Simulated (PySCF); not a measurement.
CH7NSi (calculated)

Computed with PySCF 2.14.0. Calculation on a computer-drawn molecule: the log of a Hartree-Fock and frozen-core CCSD(T) single point meant for a local Hartree-Fock minimum, with one planted fault or none, to be diagnosed. Offsets are logged minus clean, where the clean run is the same molecule without the fault. The reference is restricted for singlets and unrestricted otherwise, and also for a bond in bohr or an excited solution. Adding or removing an electron swaps singlet and doublet. The excited solution moves the top pair (singlet) or top alpha electron (doublet) to the lowest empty orbital. Highest occupied and lowest empty are orbital energies over both spins, largest force is the largest gradient component, triples share is (T) over the correlation energy, the T1 limit is 0.02 restricted and 0.045 unrestricted, electrons count all cores, a negative frequency is imaginary (commonest isotopes), and the dipole is about the centre of nuclear charge.

Entry: CH7NSi

Logged structure:
```xyz
10
CH7NSi
N     -0.0322    -0.3991     0.1671
C     -0.6638     0.7104    -0.3873
Si    -1.3641     1.7423     0.9123
H      0.2747    -0.9907    -0.5207
H      0.7496    -0.1299     0.6509
H     -1.4552     0.3799    -0.9789
H     -0.0527     1.2857    -1.0138
H     -1.8890     2.9303     0.3551
H     -2.3927     1.0612     1.5935
H     -0.3556     2.0892     1.8403
```

```
meant charge                         : 0
meant multiplicity                   : 1
meant basis                          : cc-pV(D+d)Z
logged electrons                     : 34
logged basis functions               : 86
logged SCF converged                 : yes
logged spin squared                  : 0
logged highest occupied              : -10.418 eV
logged lowest empty                  : 4.5206 eV
logged largest force                 : 0.042904 hartree/bohr
logged T1 diagnostic                 : 0.0086084
logged D1 diagnostic                 : 0.019867
logged triples share                 : 0.023205
logged CC converged                  : yes
logged dipole magnitude              : 1.7501 debye
logged SCF stable within its kind    : yes
logged energy HF                     : -385.29543 hartree
logged energy CCSD(T)                : -385.7747 hartree
possible faults                      : no fault, one electron removed, one electron added, multiplicity raised by two, geometry at a saddle point, SCF held on an excited solution, minimal basis STO-3G, one bond length entered in bohr, all coordinates scaled
planted fault                        : all coordinates scaled, by -4.8 %
HF energy offset from clean run      : 14.12 kcal/mol
CCSD(T) energy offset from clean run : 18.42 kcal/mol
```

Drawn bonds:
```
atom  other atom  order
   1           2      1
   2           3      1
   1           4      1
   1           5      1
   2           6      1
   2           7      1
   3           8      1
   3           9      1
   3          10      1
```
